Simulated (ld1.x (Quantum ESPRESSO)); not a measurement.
# An all-electron radial function and its pseudo partner (chlorine)

Columns: radius, all-electron u(r) and pseudo u(r) of the 3p shell (level -31.76 eV) of chlorine in the configuration [Ne] 3s2 3p3; LDA (PZ), scalar-relativistic, PAW scheme, ld1.x (Quantum ESPRESSO) 7.5.

| r (bohr) | all-electron | pseudo |
| --- | --- | --- |
| 0.072 | 0.1464 | -0.0086 |
| 0.145 | 0.3290 | -0.0344 |
| 0.217 | 0.4119 | -0.0753 |
| 0.290 | 0.3963 | -0.1304 |
| 0.362 | 0.3112 | -0.1955 |
| 0.435 | 0.1834 | -0.2692 |
| 0.507 | 0.0384 | -0.3461 |
| 0.580 | -0.1119 | -0.4251 |
| 0.652 | -0.2536 | -0.5009 |
| 0.725 | -0.3844 | -0.5731 |
| 0.798 | -0.4989 | -0.6384 |
| 0.870 | -0.5947 | -0.6946 |
| 0.942 | -0.6733 | -0.7418 |
| 1.015 | -0.7363 | -0.7803 |
| 1.088 | -0.7836 | -0.8096 |
| 1.160 | -0.8163 | -0.8300 |
| 1.232 | -0.8367 | -0.8426 |
| 1.305 | -0.8465 | -0.8483 |
| 1.378 | -0.8469 | -0.8471 |
| 1.450 | -0.8395 | -0.8395 |
| 1.522 | -0.8258 | -0.8258 |
| 1.595 | -0.8065 | -0.8065 |
| 1.668 | -0.7830 | -0.7830 |
| 1.740 | -0.7566 | -0.7566 |
| 1.812 | -0.7278 | -0.7278 |
| 1.885 | -0.6969 | -0.6969 |

Task: How many radial nodes do the two functions have?

Result: The all-electron 3p function has n − l − 1 = 1; the pseudo-wave has 0, since the states of the same l below it are removed with the core.

Task: At about which radius was the pseudo-wave matched?

Result: 1.45 bohr, where the columns begin to agree (steps of 0.07 bohr).

Task: Where does each function peak?

Result: Outermost all-electron maximum near 1.38 bohr, pseudo maximum near 1.30 bohr (to the table’s step).

Task: Is the pseudo-wave norm-conserving?

Result: No, it belongs to a PAW set: the norm inside the radius is not constrained, and the difference is carried by the augmentation charge.
